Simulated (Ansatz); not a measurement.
Two isomers of C2H4FNOSi: A = `N#COC(F)[SiH3]`, B = `O[SiH]1CN=C1F`.

Program: Ansatz. Geometries: PBE0-D4/def2-TZVP. ΔE: electronic, gas phase. CCSD(T)/CBS is the MP2 limit (def2-TZVPP, def2-QZVPP) plus CCSD(T) − MP2 in def2-TZVPP, frozen cores. DFT in def2-TZVPP. B3LYP here is the variant with VWN-RPA as its local correlation; programs differ in this. One conformer a species, not always the lowest.

Q: Which isomer does CCSD(T)/CBS put lower? Give the gap. (Estimate.)

A: Computed: B, by 49.4 kcal/mol.

Q: Give E(B) − E(A) in kcal/mol with HF/def2-TZVPP, CCSD/def2-TZVPP, ωB97M-V, CCSD(T)/def2-TZVPP, B2PLYP, B3LYP, PBE-D4. (Estimate.)

A: Computed: HF/def2-TZVPP -39.7, CCSD/def2-TZVPP -45.8, ωB97M-V -49.1, CCSD(T)/def2-TZVPP -46.4, B2PLYP -45.4, B3LYP -44.4, PBE-D4 -48.8. None reverses the order clearly.

Largest T1 diagnostic: 0.014.

In def2-TZVPP, CCSD(T) changes the Hartree–Fock value by −6.7 kcal/mol (the triples alone add −0.6 kcal/mol) and MP2 by −9.1 kcal/mol. The D4 term adds −0.8 kcal/mol with B3LYP and −0.4 kcal/mol with PBE0; it sums over pairs of atoms, weighted by their polarisabilities, and B3LYP, whose exchange is more repulsive, gets the larger term.
